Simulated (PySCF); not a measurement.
Ge(H)3(SH) (GeH₄S), SMILES [SH][GeH3]. Atoms are numbered in the order given.

```xyz
6

Ge    -0.0021    -0.7013     0.0000
S      0.0816     1.5210     0.0000
H     -0.7243    -1.2094    -1.2572
H      1.4632    -1.1508     0.0000
H     -0.7243    -1.2094     1.2572
H     -1.2522     1.6771     0.0000
```

The structure is a stationary point at PBE0-D3(BJ)/def2-TZVP.

The numbers are results of HF/pcSseg-2 in PySCF, not measurements.

GIAO shieldings, no solvent; atoms alike by connectivity are averaged. δ = σ(ref) − σ: ⁷³Ge against GeH4 (σ = 1766.1 ppm); ³³S against H2S (σ = 707.7 ppm); ¹H against TMS (σ = 31.98 ppm), references at their B3LYP-D3(BJ)/def2-TZVP geometries, non-relativistic.

Q: Estimate the chemical shifts. (The exact figures need the calculation; the answer reports its results.)

A: 
```json
[
 {"nucleus": "⁷³Ge", "atoms": "Ge1", "count": "1", "δ (ppm)": "119.5"},
 {"nucleus": "³³S", "atoms": "S2", "count": "1", "δ (ppm)": "-93.6"},
 {"nucleus": "¹H", "atoms": "H3, H4, H5", "count": "3", "δ (ppm)": "4.60"},
 {"nucleus": "¹H", "atoms": "H6", "count": "1", "δ (ppm)": "0.13"}
]
```
